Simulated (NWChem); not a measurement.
## Total energies of C₂H₂F

```xyz
5

C     -0.8840    -0.9119     0.0000
C      0.2940    -0.3326     0.0000
F      0.4714     1.0048     0.0000
H     -1.9495    -0.7010     0.0000
H      1.2470    -0.8746     0.0000
```
Charge 0, spin multiplicity 2.

All runs are NWChem calculations. All single points use one geometry, from UB3LYP/def2-SVP, a minimum by its harmonic frequencies.

Basis set: def2-SVP (52 functions).

```json
[
 {"method": "UHF", "total energy (Ha)": "-176.09716"},
 {"method": "UMP2", "total energy (Ha)": "-176.50133"},
 {"method": "UB2PLYP", "total energy (Ha)": "-176.83357"},
 {"method": "UPBE", "total energy (Ha)": "-176.80071"},
 {"method": "UB3LYP", "total energy (Ha)": "-176.99808"},
 {"method": "ULDA (SVWN5)", "total energy (Ha)": "-175.63462"}
]
```

Total energies of different functionals aren't comparable as a measure of quality: only differences taken within one method are. 

The correlated methods keep 3 core orbitals frozen. B3LYP has NWChem's definition, with VWN1-RPA local correlation. The structure started from a generated list of species. The unpaired electrons of the parent sit in orbitals of symmetry a' (Cs labels of the run); other states weren't searched. No SCF solution was tested for a lower state. Open-shell Hartree-Fock references start from PBE0 orbitals.
